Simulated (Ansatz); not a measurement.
Two structures, one formula

Two relaxed structures of BSiNH$_{4}$S, closed shell (PBE0-D4/def2-TZVP; forces vanish, vibrations not checked).

A:

| atom | x (Å) | y (Å) | z (Å) |
| --- | --- | --- | --- |
| B1 | 0.8634 | -0.6990 | 0.0484 |
| Si2 | 0.5787 | 0.9474 | -1.1225 |
| N3 | -0.7486 | 1.6168 | -0.2763 |
| S4 | -0.2796 | -2.0465 | -0.0576 |
| H5 | -1.1639 | 2.4891 | -0.5654 |
| H6 | -1.2095 | 1.2318 | 0.5338 |
| H7 | 1.8349 | -0.8312 | 0.7352 |
| H8 | 0.3019 | -2.9585 | 0.7472 |

B:

```
8
angstrom
B -0.9006 1.5191 -0.1890
Si 0.1833 -0.1395 0.0621
N 1.6381 -0.0289 0.7134
S -0.8649 -1.8555 -0.6309
H -1.9772 1.4795 -0.7020
H -0.4512 2.5566 0.1838
H 2.2603 -0.8100 0.8726
H 0.1122 -2.7212 -0.3101
```

Ansatz 0.2.0; basis: def2-TZVPP; cores frozen in the correlated methods. B3LYP uses VWN-RPA correlation.

Q: Which structure is lower at CCSD(T), and by how much? (To be estimated.)

A: The calculation gives: A, by 18.64 kcal/mol (electronic energy, against the other). By their contacts, A is BSiNH₄S ([NH2][Si][BH][SH]) and B is BSiNH₄S ([BH2][Si]([NH])[SH]).

All methods give the same order:

| method | E(B) − E(A) (kcal/mol) |
| --- | --- |
| PBE-D4 | 18.36 |
| r2SCAN-D4 | 15.89 |
| PBE0-D4 | 20.04 |
| B3LYP-D4 | 18.08 |
| wB97M-V | 20.89 |
| HF | 19.95 |
| MP2 | 15.60 |
| CCSD | 19.86 |
| CCSD(T) | 18.64 |

The T1 diagnostic stays at or below 0.019. The restricted Hartree–Fock reference is unstable towards an unrestricted one at one or more of these structures.

Labels in which every atom is bracketed show which atoms are joined, not bond orders.

For scale, one of the runs: CCSD(T)/def2-TZVPP, 202 basis functions, launched by `ansatz run in.yaml --threads 2 --pin off --events-out ev --progress --plain --max-ram 4352MiB`. Time: 71 s of wall clock on 2 CPU threads of an Arm Neoverse V2; the host was shared. Peak host memory: 2.3 GiB.
